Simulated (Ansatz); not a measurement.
A run for Ansatz (a first-principles code): R-CCSD(T)/def2-SVPD on H2Se (SMILES [SeH2]) with ghost functions, monomers drawn apart or pushed together. The run froze 14 orbitals, filled d shells among them.

Ansatz 0.2 input:
```yaml
crystal:
  periodic: [false, false, false]
  atoms:
    - {symbol: Se, position_ang: [0.13985696, 0.12562136, 3.19287313]}
    - {symbol: H, position_ang: [0.35691040, -0.10423708, 4.63162896]}
    - {symbol: H, position_ang: [0.35035292, -1.29364533, 2.88431439]}
basis:
  gaussian:
    orbitals: def2-SVPD
    ghost_atoms:
      - {symbol: S, position_ang: [-0.23344105, -0.23086733, -0.08260392]}
      - {symbol: H, position_ang: [0.58208655, 0.81659205, 0.11794158]}
      - {symbol: H, position_ang: [-1.30168883, 0.43315143, 0.38675016]}
magnetization: {spin_polarized: false}
correlation: {method: ccsd_t, electrons: outside_noble_gas}
scf: {lower_state_search: off}
```

**Question.** Give the final energy of this run.

**Answer.** -2400.8735 hartree (reference determinant -2400.7092, T1 diagnostic 0.010).
